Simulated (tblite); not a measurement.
Compound: C8H12NP.
SMILES with atom numbers: `[CH2:1]=[CH:2][CH2:3][n:4]1[cH:5][c:6]([CH3:7])[p:8][c:9]1[CH3:10]` (hydrogens: H11, H12 on C1; H13 on C2; H14, H15 on C3; H16 on C5; H17, H18, H19 on C7; H20, H21, H22 on C10)

Structure used (GFN2-xTB), in Å, numbered top down from 1:
```xyz
22
C8H12NP angstrom
C      3.0678   -0.8475   -1.1140
C      1.7764   -1.0498   -0.9382
C      1.0931   -1.0563    0.4005
N     -0.0734   -0.2055    0.3905
C     -1.3198   -0.6795    0.1182
C     -2.2836    0.2803    0.0665
C     -3.7303    0.0156   -0.1995
P     -1.5893    1.8838    0.3687
C     -0.0392    1.1423    0.5409
C      1.2404    1.8518    0.8275
H      3.5162   -0.8560   -2.0925
H      3.7346   -0.6741   -0.2845
H      1.1188   -1.2160   -1.7814
H      1.7843   -0.7317    1.1823
H      0.7628   -2.0754    0.6316
H     -1.4594   -1.7377   -0.0246
H     -3.8904   -1.0403   -0.4105
H     -4.3362    0.2945    0.6622
H     -4.0769    0.5999   -1.0511
H      1.9752    1.6711    0.0418
H      1.6700    1.5297    1.7783
H      1.0486    2.9201    0.8865
```

Level: GFN2-xTB in tblite, geometry and Hessian alike; calculated harmonic values, unscaled, isolated species. Against measured fundamentals such values can be off by several per cent, at times by over 20. One conformer, not necessarily the lowest.

Harmonic wavenumbers (cm⁻¹): 30.6, 43.8, 64.2, 105.3, 141.7, 190.7, 238.5, 267.4, 287.5, 344.9, 370.6, 408.1, 449.8, 472.3, 528.3, 566.2, 689.1, 718.4, 740.1, 758.5, 902.0, 909.5, 937.3, 960.6, 1006.1, 1022.4, 1024.6, 1032.0, 1085.2, 1118.1, 1163.2, 1195.5, 1218.0, 1265.5, 1269.7, 1309.1, 1385.5, 1400.3, 1404.7, 1412.2, 1425.9, 1447.8, 1478.4, 1480.8, 1486.7, 1487.3, 1556.5, 1716.7, 2933.8, 2966.7, 2971.7, 2989.2, 2996.2, 3011.5, 3019.7, 3048.5, 3063.7, 3097.1, 3101.1, 3129.7.

A = 2114, B = 761.6, C = 607.9 MHz; mass 153.071 u (most abundant isotopes); point group C1, symmetry number 1.

**Question.** Zero-point energy?

**Answer.** ½Σν̃ = 39423 cm⁻¹ = 112.72 kcal/mol.

**Question.** What is S at 400 K and 1 bar for an ideal gas of classical rigid rotors and harmonic oscillators?

**Answer.** Translation 42.47, rotation 31.05, vibration 48.81: S = 122.3 cal/(mol K).

**Question.** And Cp and H(400 K) − H(0)?

**Answer.** Cp = 54.90 cal/(mol K), of which vibrations give 46.95 (their classical limit is 60 R = 119.2); H(400 K) − H(0) = 12.87 kcal/mol without the zero-point energy, 9.69 from vibrations.

**Question.** How do the functions run with temperature in this model?

**Answer.** 
```json
{"T (K)": "150", "S (cal/(mol K))": "84.6", "Cp (cal/(mol K))": "26.8", "H − H(0) (kcal/mol)": "2.67", "G − H(0) (kcal/mol)": "-10.01", "ln q(vib)": "4.52"}
{"T (K)": "250", "S (cal/(mol K))": "100.8", "Cp (cal/(mol K))": "37.9", "H − H(0) (kcal/mol)": "5.90", "G − H(0) (kcal/mol)": "-19.30", "ln q(vib)": "7.74"}
{"T (K)": "298.15", "S (cal/(mol K))": "107.9", "Cp (cal/(mol K))": "43.4", "H − H(0) (kcal/mol)": "7.85", "G − H(0) (kcal/mol)": "-24.33", "ln q(vib)": "9.24"}
{"T (K)": "600", "S (cal/(mol K))": "148.3", "Cp (cal/(mol K))": "73.1", "H − H(0) (kcal/mol)": "25.78", "G − H(0) (kcal/mol)": "-63.18", "ln q(vib)": "18.36"}
{"T (K)": "900", "S (cal/(mol K))": "181.5", "Cp (cal/(mol K))": "90.8", "H − H(0) (kcal/mol)": "50.58", "G − H(0) (kcal/mol)": "-112.80", "ln q(vib)": "26.83"}
```

q(vib) and H(0) count from the zero-point level.

**Question.** Which modes carry the vibrational entropy at 400 K?

**Answer.** 30.6 cm⁻¹: 6.37; 43.8 cm⁻¹: 5.66; 64.2 cm⁻¹: 4.90; 105.3 cm⁻¹: 3.93; 141.7 cm⁻¹: 3.35; 190.7 cm⁻¹: 2.77 cal/(mol K); the other 54 give 21.82 together.

**Question.** Blend soft modes into free rotors: weight 1/[1 + (100 cm⁻¹/ν̃)⁴] for the oscillator and the rest for a rotor with moment μB/(μ + B), μ = h/(8π²ν), B = 10⁻⁴⁴ kg m². What vibrational entropy results?

**Answer.** 43.52 cal/(mol K) in place of 48.81, which changes −T·S at 400 K by +2.11 kcal/mol.

**Question.** What must be added to the electronic energy to get the Gibbs energy at 400 K and 1 bar?

**Answer.** ZPE + [H(400 K) − H(0)] − T·S = 112.72 + 12.87 − 48.93 = 76.66 kcal/mol.

Hindered rotation and anharmonicity are outside this model. Other conformers, if any are populated, would add a mixing term that is left out. The structure is chiral; the term R ln 2 for an equal mix with its mirror image is left out.
